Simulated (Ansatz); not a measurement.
Calculated with Ansatz (gas phase, PBE0-D4/def2-TZVP geometries, no zero-point term in ΔE). CBS: MP2 limit from def2 TZ/QZ plus the TZ coupled-cluster correction, frozen cores. Functionals use def2-TZVPP. def2 core potentials past Kr. For I, In outer-core shells are correlated without core-valence functions, which leaves a few kJ/mol of doubt a bond. One conformer a species, not always the lowest.

Reaction (ligand exchange at the In–O bond): `[SiH3][O][InH][Cl]` + HI → `[Cl][InH][I]` + silanol

| level | ΔE (kJ/mol) |
| --- | --- |
| PBE0-D4 | -103.6 |
| r2SCANh-D4 | -99.3 |
| ωB97M-V | -95.2 |
| B2PLYP | -94.6 |
| r2SCAN | -97.2 |
| CCSD/def2-SVP | -88.3 |
| MP2/def2-QZVPP | -99.0 |
| CCSD/CBS(def2) | -97.4 |

Q: What does CCSD(T)/CBS give? (Estimate.)

A: The calculation gave: -95.3 kJ/mol. The listed levels differ from it by -8.3, -4.0, 0.1, 0.7, -1.9, 7.0, -3.7, -2.1 kJ/mol.

Largest T1 diagnostic among the species: 0.014.

Leaving LDA and LC-ωPBE aside and taking each functional with its dispersion term where it has one, the values, not all of them listed here, spread over 16.8 kJ/mol, from HSE06-D4 to BLYP-D4. In def2-TZVPP, CCSD(T) changes the Hartree–Fock value by +19.8 kJ/mol (the triples alone add +2.1 kJ/mol) and MP2 by +12.3 kJ/mol. From PBE to PBE0 (25 % exact exchange), in def2-TZVPP and without D4, ΔE moves by −6.5 kJ/mol.

CCSD(T)/CBS has its own doubt, a few kJ/mol and more with outer-core shells, so smaller differences from it don't rank the levels.
